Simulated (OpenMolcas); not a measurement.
**Computed transition rates of Zr**

```yaml
Program: OpenMolcas 26.06
Method: "MS-CASPT2, IPEA 0.25 Eh, imaginary shift 0.1 Eh (closed shells correlated: 4s 4p)"
Basis: ANO-RCC-VQZP [8s7p5d3f2g1h]
Scalar_Hamiltonian: DKH2, point nucleus
Active_space: 4 electrons in 11 orbitals (4d 5s 5d)
State_averaging: 2S+1 = 3 even, 48 roots; 2S+1 = 5 even, 15 roots kept (CI in the orbitals of an earlier block); 2S+1 = 1 even, 42 roots kept (CI in the orbitals of an earlier block, 23 in the spin-orbit step)
Spin-orbit_coupling: state interaction with AMFI integrals over the reference wave functions, term energies averaged over their components
```

Rates come from the transition moments of the reference wave functions (E1 and E2 in the length form). At fixed line strength A goes as λ^-3 for E1 and M1 and as λ^-5 for E2, so a rate at the computed wavelength can be rescaled to the measured one. Measured vacuum wavelengths follow from level energies in NIST Handbook of Basic Atomic Spectroscopic Data. Branching counts decays inside the model space alone, at computed energies, and the table is only a selection of the E2 and M1 lines, drawn from those between levels with measured partners whose computed energy lies within a factor of 1.5 of the measured one.

```json
{"Upper": "4d³ 5s ⁵F₂", "Lower": "4d³ 5s ⁵F₁", "Type": "M1", "λ computed (nm)": "61550", "λ measured (nm)": "65410", "A computed (s-1)": "2.78e-04", "A rescaled (s-1)": "2.32e-04", "Branching %": "63.9"}
{"Upper": "4d³ 5s ⁵F₃", "Lower": "4d³ 5s ⁵F₂", "Type": "M1", "λ computed (nm)": "41850", "λ measured (nm)": "44310", "A computed (s-1)": "9.47e-04", "A rescaled (s-1)": "7.98e-04", "Branching %": "91.2"}
{"Upper": "4d³ 5s ⁵F₄", "Lower": "4d³ 5s ⁵F₃", "Type": "M1", "λ computed (nm)": "32380", "λ measured (nm)": "34310", "A computed (s-1)": "1.66e-03", "A rescaled (s-1)": "1.40e-03", "Branching %": "97.3"}
{"Upper": "4d³ 5s ⁵F₅", "Lower": "4d³ 5s ⁵F₄", "Type": "M1", "λ computed (nm)": "27250", "λ measured (nm)": "28700", "A computed (s-1)": "1.60e-03", "A rescaled (s-1)": "1.37e-03", "Branching %": "90.3"}
{"Upper": "4d² 5s² ³F₃", "Lower": "4d² 5s² ³F₂", "Type": "M1", "λ computed (nm)": "16440", "λ measured (nm)": "17530", "A computed (s-1)": "5.71e-03", "A rescaled (s-1)": "4.71e-03", "Branching %": "100.0"}
{"Upper": "4d² 5s² ³F₄", "Lower": "4d² 5s² ³F₃", "Type": "M1", "λ computed (nm)": "14190", "λ measured (nm)": "14920", "A computed (s-1)": "7.10e-03", "A rescaled (s-1)": "6.11e-03", "Branching %": "100.0"}
{"Upper": "4d³ 5s ⁵F₁", "Lower": "4d² 5s² ³F₂", "Type": "M1", "λ computed (nm)": "3026", "λ measured (nm)": "2053", "A computed (s-1)": "2.04e-04", "A rescaled (s-1)": "", "Branching %": "95.4"}
{"Upper": "4d² 5s² ¹D₂", "Lower": "4d² 5s² ³F₃", "Type": "M1", "λ computed (nm)": "2739", "λ measured (nm)": "2207", "A computed (s-1)": "2.05e-02", "A rescaled (s-1)": "", "Branching %": "38.5"}
{"Upper": "4d³ 5s ⁵P₃", "Lower": "4d³ 5s ⁵F₅", "Type": "E2", "λ computed (nm)": "1781", "λ measured (nm)": "1862", "A computed (s-1)": "9.68e-03", "A rescaled (s-1)": "7.75e-03", "Branching %": "41.1"}
{"Upper": "4d² 5s² ¹G₄", "Lower": "4d² 5s² ³F₄", "Type": "M1", "λ computed (nm)": "1696", "λ measured (nm)": "1467", "A computed (s-1)": "2.19e-02", "A rescaled (s-1)": "", "Branching %": "53.8"}
{"Upper": "4d³ 5s ⁵P₂", "Lower": "4d³ 5s ⁵F₃", "Type": "E2", "λ computed (nm)": "1669", "λ measured (nm)": "1734", "A computed (s-1)": "7.17e-03", "A rescaled (s-1)": "5.92e-03", "Branching %": "30.2"}
{"Upper": "4d² 5s² ¹G₄", "Lower": "4d² 5s² ³F₃", "Type": "M1", "λ computed (nm)": "1515", "λ measured (nm)": "1336", "A computed (s-1)": "1.85e-02", "A rescaled (s-1)": "", "Branching %": "45.5"}
{"Upper": "4d³ 5s ³F₄", "Lower": "4d² 5s² ³F₄", "Type": "E2", "λ computed (nm)": "1128", "λ measured (nm)": "900.8", "A computed (s-1)": "1.64e-01", "A rescaled (s-1)": "5.05e-01", "Branching %": "55.6"}
{"Upper": "4d³ 5s ³F₃", "Lower": "4d² 5s² ³F₃", "Type": "E2", "λ computed (nm)": "1100", "λ measured (nm)": "878.3", "A computed (s-1)": "1.42e-01", "A rescaled (s-1)": "4.38e-01", "Branching %": "45.4"}
{"Upper": "4d³ 5s ³F₂", "Lower": "4d² 5s² ³F₂", "Type": "E2", "λ computed (nm)": "1067", "λ measured (nm)": "859.1", "A computed (s-1)": "2.28e-01", "A rescaled (s-1)": "6.74e-01", "Branching %": "72.3"}
{"Upper": "4d³ 5s ³F₄", "Lower": "4d² 5s² ³F₃", "Type": "E2", "λ computed (nm)": "1045", "λ measured (nm)": "849.5", "A computed (s-1)": "9.95e-02", "A rescaled (s-1)": "2.80e-01", "Branching %": "33.8"}
{"Upper": "4d³ 5s ³F₃", "Lower": "4d² 5s² ³F₂", "Type": "E2", "λ computed (nm)": "1031", "λ measured (nm)": "836.4", "A computed (s-1)": "1.13e-01", "A rescaled (s-1)": "3.22e-01", "Branching %": "36.3"}
{"Upper": "4d³ 5s ³G₄", "Lower": "4d² 5s² ³F₄", "Type": "E2", "λ computed (nm)": "1020", "λ measured (nm)": "868.1", "A computed (s-1)": "8.83e-02", "A rescaled (s-1)": "1.98e-01", "Branching %": "34.6"}
{"Upper": "4d³ 5s ³G₅", "Lower": "4d² 5s² ³F₄", "Type": "E2", "λ computed (nm)": "1002", "λ measured (nm)": "867.2", "A computed (s-1)": "1.31e-01", "A rescaled (s-1)": "2.70e-01", "Branching %": "55.4"}
{"Upper": "4d³ 5s ³G₃", "Lower": "4d² 5s² ³F₃", "Type": "E2", "λ computed (nm)": "966.9", "λ measured (nm)": "838", "A computed (s-1)": "8.95e-02", "A rescaled (s-1)": "1.83e-01", "Branching %": "33.5"}
{"Upper": "4d³ 5s ³G₄", "Lower": "4d² 5s² ³F₃", "Type": "E2", "λ computed (nm)": "951.9", "λ measured (nm)": "820.3", "A computed (s-1)": "7.62e-02", "A rescaled (s-1)": "1.60e-01", "Branching %": "29.9"}
{"Upper": "4d³ 5s ³G₃", "Lower": "4d² 5s² ³F₂", "Type": "E2", "λ computed (nm)": "913.2", "λ measured (nm)": "799.8", "A computed (s-1)": "1.39e-01", "A rescaled (s-1)": "2.70e-01", "Branching %": "52.0"}
{"Upper": "4d³ 5s ³D₃", "Lower": "4d² 5s² ³F₄", "Type": "E2", "λ computed (nm)": "826.1", "λ measured (nm)": "743.2", "A computed (s-1)": "4.83e-01", "A rescaled (s-1)": "8.20e-01", "Branching %": "65.1"}
{"Upper": "4d³ 5s ³D₂", "Lower": "4d² 5s² ³F₃", "Type": "E2", "λ computed (nm)": "802.2", "λ measured (nm)": "725.8", "A computed (s-1)": "4.48e-01", "A rescaled (s-1)": "7.39e-01", "Branching %": "52.8"}
{"Upper": "4d³ 5s ³D₁", "Lower": "4d² 5s² ³F₂", "Type": "E2", "λ computed (nm)": "773.2", "λ measured (nm)": "708.1", "A computed (s-1)": "6.88e-01", "A rescaled (s-1)": "1.07e+00", "Branching %": "71.3"}
```

Spin-changing lines and M1 lines between different terms are not rescaled, since their strength hangs on the term gaps too.

The largest correction is for 4d³ 5s ³F₃ → 4d² 5s² ³F₃ (E2): 1.42e-01 × (1100 / 878.3)^5 = 4.38e-01 s-1, a factor of 3.08.

The computed rate and branching of 4d² 5s² ³F₃ → 4d² 5s² ³F₂ give the upper level a radiative lifetime of 1.000 / 5.71e-03 s-1 = 1.75e+02 s, counting decays inside the model space alone. The rescaled rate gives about 2.1e+02 s.

The computed order of these levels differs from the measured one in 3 places, and where term gaps are wrong the rates of spin-changing lines can be off by large factors.

No measured rate stands beside these. Rescaling mends the energy factor alone: line strengths can still be far off where a level mixes with configurations outside the active space, and weak or spin-changing lines hang on small mixing coefficients that depend on the term gaps too, so rescaling need not improve them.

Term energies are means over components that CASPT2 splits; among the terms shown or strongly mixed into the levels shown the widest spread is 1300 cm-1 (4d² 5s² ³F). Over all roots computed the reference weight is 0.86 to 0.92; the roots of lowest weight are the least certain, and an intruder state may touch them. Some high roots are left out of the spin-orbit mixing, which shifts the levels that they would mix with. Some levels mix across a computed gap that differs much from the measured one, so their mixing is not that of the real levels. Terms from blocks run as CI alone lack orbitals of their own. Active for correlation alone: 5d; no level in the range computed is led by a configuration that fills it, so any true level of that kind is missing. The CASPT2 spread within a term exceeds the gap to the next term for 4d³ 5s ⁵F and 4d² 5s² ¹D, 4d³ 5s ⁵P and 4d³ 5s ³F, so the order of their levels is uncertain, and so are names and mixing where such terms share a J. Some terms miss by over 15 % even with CASPT2, which points to a basis or an active space too small for the shells correlated. Measured partners are found by configuration, term and J. A level has none where our copy of the source lacks it or the pairing is in doubt (some pairs that miss far off the trend of their configuration count as doubtful). Levels of configurations outside the active space are missing.
